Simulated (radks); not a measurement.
Valence configurations of Tb (all share [Xe]). Method: scalar-relativistic Kohn-Sham, LDA (Slater exchange, Perdew-Wang correlation), spin-polarised, spherical densities, point nucleus; open shells are filled with parallel spins first (spin-orbit coupling, left out, can overturn this in heavy ions); computed with a radial shooting solver on a logarithmic mesh with Libxc functionals. Energies are relative to 4f9 6s2; eigenvalues in eV for spin up.

| valence | E (eV) | moment (Bohr magnetons) | e(4f) | e(5d) | e(6p) | e(6s) |
|---|---|---|---|---|---|---|
| 4f9 6s2 | 0.000 | 5 | -4.601 | - | - | -3.928 |
| 4f9 5d1 6s1 | 1.840 | 7 | -3.522 | -1.340 | - | -3.904 |
| 4f9 6s1 6p1 | 2.169 | 7 | -5.798 | - | -2.082 | -4.982 |
| 4f8.5 5d1 6s1 6p0.5 | 1.883 | 8 | -7.373 | -2.559 | -1.788 | -4.682 |
| 4f8.5 5d0.5 6s2 | 0.218 | 6 | -7.564 | -2.306 | - | -4.267 |
| 4f7.5 5d1 6s2 6p0.5 | 4.745 | 8 | -15.860 | -4.701 | -2.052 | -5.468 |
| 4f8 5d1 6s2 | 1.377 | 7 | -10.770 | -2.954 | - | -4.538 |
| 4f8 6s2 6p1 | 3.416 | 7 | -14.067 | - | -2.428 | -5.895 |
| 4f9 6s1.5 6p0.5 | 1.177 | 6 | -5.253 | - | -1.720 | -4.504 |

NIST lists [Xe] 4f9 6s2 as the ground configuration; this level of theory agrees among the configurations tried. The energies are those of spherical high-spin densities, not of single terms. No valid solution was reached for [Xe] 4f10 6s1.
